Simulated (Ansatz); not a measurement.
`FB[O][GeH3]` + CH₃SH → `C[S][GeH3]` + `OBF` at 500 K and 1 bar (ligand exchange at a Ge–O bond).

Program: Ansatz. Geometries: PBE0-D4/def2-TZVP. ΔE: electronic, gas phase. CCSD(T)/CBS is the MP2 limit (def2-TZVPP, def2-QZVPP) plus CCSD(T) − MP2 in def2-TZVPP, frozen cores. This one scheme is used for every species. For Ge outer-core shells are correlated without core-valence functions, which leaves a few kJ/mol of doubt a bond. Scalar relativity is left out up to krypton. One conformer a species, not always the lowest.

| species | CCSD(T)/CBS energy (Eh) | H − E (kJ/mol) | S (J/(mol·K)) |
| --- | --- | --- | --- |
| `FB[O][GeH3]` | -2278.39547 | 153.5 | 381.4 |
| CH₃SH | -438.22835 | 145.1 | 283.7 |
| `C[S][GeH3]` | -2515.55711 | 202.3 | 377.6 |
| `OBF` | -201.07426 | 102.6 | 282.2 |

H − E and S are ideal-gas, rigid-rotor, harmonic terms from PBE0-D4/def2-TZVP, for one conformer and one mirror image of each species. 1 Eh = 2625.50 kJ/mol, R = 8.31446 J/(mol·K).

By hand: ΔE, ΔH, ΔS and ΔG.

ΔE = (-2515.55711) + (-201.07426) − (-2278.39547) − (-438.22835) = -0.00755 Eh = -19.8 kJ/mol. Δ(H − E) = 202.3 + 102.6 − 153.5 − 145.1 = 6.3, so ΔH = -13.5 kJ/mol. ΔS = 377.6 + 282.2 − 381.4 − 283.7 = -5.3 J/(mol·K). ΔG = -13.5 − 500 × (-5.3)/1000 = -10.8 kJ/mol.

By hand: the equilibrium constant, and the temperature at which ΔG would vanish if ΔH and ΔS stayed fixed.

log₁₀ K = −ΔG/(RT ln 10) = 1.1. ΔG = 0 at ΔH/ΔS = 2547 K, far beyond where these terms or the molecules hold.

The number of gas molecules stays the same, so ΔS is small and ΔH decides. A doubt of 5 kJ/mol in ΔE shifts log₁₀ K by 0.5 here. Other conformers and mirror images would add mixing entropy, several J/(mol·K) or more a flexible species. These are equilibria of isolated gas molecules and say nothing of rates. Largest T1 diagnostic: 0.013 (customary marks: 0.02 for closed shells, 0.045 for open ones).
